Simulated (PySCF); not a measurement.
Species: SnClBr3.
Structure used (PBE0-D3(BJ)/def2-SVP), in Å, numbered top down from 1:
```
atom  x, y, z in Å
Sn1    0.010   -0.015    0.021
Cl2   -0.134   -0.113    2.341
Br3    2.377   -0.021   -0.646
Br4   -1.086    2.019   -0.823
Br5   -1.093   -1.981   -0.955
```

Method used: PBE0-D3(BJ)/def2-SVP geometry optimisation, gas phase, def2 core potentials past Kr (PySCF).

(1) Which atoms are bound to Sn1, and at what distances?

(2) List the angles at Sn1.

(3) What is the shape at Sn1?

## Answers

(1) 4 atoms: Cl2 2.326 Å, Br5 2.457 Å, Br3 2.459 Å, Br4 2.460 Å.

(2) 
| angle | degrees | distance of the outer atoms (Å) |
| --- | --- | --- |
| Cl2–Sn1–Br4 | 110.5 | 3.93 |
| Br3–Sn1–Br4 | 109.7 | 4.02 |
| Cl2–Sn1–Br5 | 109.6 | 3.91 |
| Cl2–Sn1–Br3 | 109.3 | 3.90 |
| Br4–Sn1–Br5 | 109.0 | 4.00 |
| Br3–Sn1–Br5 | 108.8 | 4.00 |

(3) Tetrahedral: angles from 108.8° to 110.5°; τ4 = (360° − α − β)/141° = 0.99 with α and β the two widest (0 for a square, 1 for a tetrahedron).

Charge 0, singlet. Whether it is a minimum is left open (no frequencies).

Time: 4.2 min of wall time; peak memory 0.71 GiB. Hardware: an AMD EPYC with one thread, shared host. This is the geometry optimisation.
